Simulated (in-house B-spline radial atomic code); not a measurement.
**Ionising In V (In4+) with different functionals**

Computed with a radial B-spline atomic code at the basis-set limit: four-component Dirac-Coulomb Hamiltonian, Fermi nucleus of rms radius 4.6156 fm, spin-restricted, spherical fractional occupations for the functionals. The ionisation energy is the difference of two self-consistent energies, [Kr] 4d9 → [Kr] 4d8, without Breit or QED terms; ε is the level of the shell that loses the electron (mean over j). The electron is taken from both j subshells in proportion to 2j + 1, so the result is a j average, not the step between ground levels.

Hybrids are left out here: with spherical fractional occupations of an open shell their exact exchange keeps a self-interaction that integer-occupation calculations don't have.

```
           method  rung  ΔSCF (eV)  -ε(4d) (eV)
         LDA VWN5   LDA      74.40        65.32
 relativistic LDA   LDA      74.41        65.33
         LDA PW92   LDA      74.39        65.31
LDA exchange-only   LDA      72.56        63.51
              PBE   GGA      74.19        65.09
           PBEsol   GGA      74.16        65.07
             BLYP   GGA      74.02        64.94
             RPBE   GGA      74.13        65.03
             PW91   GGA      74.28        65.19
             BP86   GGA      74.25        65.16
             AM05   GGA      74.16        65.07
             OLYP   GGA      74.50        65.37
```

(1) How do they compare with the NIST value?

Answers

(1) NIST lists 69 eV ± 1.2 (semi-empirical, ground level to ground level). Errors run from +3.26 to +5.20 eV. The correlated functionals all miss on the same side by more than they spread, so the cause is common to them (Breit-QED terms, spin polarisation, the choice among j levels, multiplet and fine-structure energies, or a listed next ion that isn't the cheapest removal here) and closeness doesn't rank the functionals.
